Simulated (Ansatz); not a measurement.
Ansatz results at the PBE0-D4/def2-TZVP geometry: HOMO–LUMO gap (ωB97M-V/def2-TZVPP) 11.87 eV; LUMO energy (PBE0/def2-TZVPP) 0.94 eV; HOMO energy (ωB97M-V/def2-TZVPP) -9.67 eV.

Each molecule was computed in one conformer, which needn't be the lowest.

Question: Which molecule gave them?
A. `CBOCN`
B. `CBNCO`
C. `COB(C)N`
D. `CN(C)B(O)Br`

Answer: C. The others give `CBOCN`: 12.00, 0.35, -9.85; `CBNCO`: 12.51, 0.47, -10.36; `CN(C)B(O)Br`: 11.55, 0.87, -9.34.
